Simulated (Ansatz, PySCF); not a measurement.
Breaking the O2–H3 bond in H2O2Sn (SMILES [OH][Sn][OH]) (multiplicity 1 held, fragments rigid). Energies count from the point at 0.966 Å.
Geometry at that point (charge 0, multiplicity 1):
```xyz
5

Sn    -0.035    -0.008     0.374
O      0.552     1.445    -0.843
H      0.543     1.177    -1.771
O     -0.324    -1.274    -1.154
H     -0.637    -2.159    -0.939
```

U- levels take the lowest unrestricted solution at each point, which mixes spins at long bonds. Active spaces are followed from a long bond inwards. Curves can end on different states.

Frozen-core correlation. Filled d and f shells under p-block atoms count as core. Rows in 3-21G carry no dispersion term and start afresh at each structure; the Pople sets are all-electron and without relativity.

Programs: Ansatz (Gaussian orbitals); PySCF for 3-21G rows. Each number belongs to the level named beside it. In def2 rows elements past Kr take small-core potentials, without spin–orbit coupling.

Task: One of these levels gives 128.81 kcal/mol for the energy at R = 3.092 Å. Which?
(A) CASSCF(4,3)/def2-TZVPP
(B) U-PBE/def2-TZVPP
(C) R-HF/3-21G
(D) U-MP2/def2-TZVPP

Result: D, U-MP2/def2-TZVPP. The others give 213.77 (R-HF/3-21G), 118.28 (U-PBE/def2-TZVPP), 104.33 (CASSCF(4,3)/def2-TZVPP)

Doubts at one or more of the structures used: a restricted determinant that unrestricted orbitals would lower (R-HF/3-21G); a spin-contaminated determinant (U-PBE/def2-TZVPP, U-MP2/def2-TZVPP); active orbitals that take no part (CASSCF(4,3)/def2-TZVPP).

Ansatz is an electronic-structure program.
